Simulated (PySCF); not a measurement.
A side-by-side comparison of computed properties.

First species: C₇H₁₁NO.
SMILES with atom numbers: `[CH:1]#[C:2][CH2:3][CH2:4][CH2:5][NH:6][C:7]([CH3:8])=[O:9]` (hydrogens: H10 on C1; H11, H12 on C3; H13, H14 on C4; H15, H16 on C5; H17 on N6; H18, H19, H20 on C8)

Second species: C₁₁H₁₀.
Atom-mapped SMILES: `[CH:1]1=[CH:2][C@H:3]2[CH2:4][C@@H:5]1[c:6]1[cH:7][cH:8][cH:9][cH:10][c:11]12` (hydrogens: H12 on C1; H13 on C2; H14 on C3; H15, H16 on C4; H17 on C5; H18 on C7; H19 on C8; H20 on C9; H21 on C10)

Levels: PBE0/pcSseg-1 for HOMO energy, LUMO energy and HOMO–LUMO gap. Geometries: GFN2-xTB. Each structure is a single optimised conformer of the isolated species, non-relativistic unless stated. Electronic properties by PySCF.

The conformers computed, where there is a choice (atom-mapped SMILES and torsion angles):
- `[CH:1]#[C:2][CH2:3][CH2:4][CH2:5][NH:6][C:7]([CH3:8])=[O:9]`: C2–C3–C4–C5 66°, C3–C4–C5–N6 -178°, C4–C5–N6–C7 -104°, C5–N6–C7–C8 178°

The conformers of `C1=C[C@H]2C[C@@H]1c1ccccc12` aren't listed.

| property | column X | column Y |
| --- | --- | --- |
| HOMO energy | -7.21 eV | -6.42 eV |
| LUMO energy | 0.84 eV | -0.40 eV |
| HOMO–LUMO gap | 8.05 eV | 6.02 eV |

Which column belongs to which species?

Column X is the first species and column Y the second. The first has 20 atoms and 68 electrons, the second 21 and 76.

How does each property change from the first species to the second?

HOMO energy +0.79 eV; LUMO energy -1.24 eV; HOMO–LUMO gap -2.03 eV.

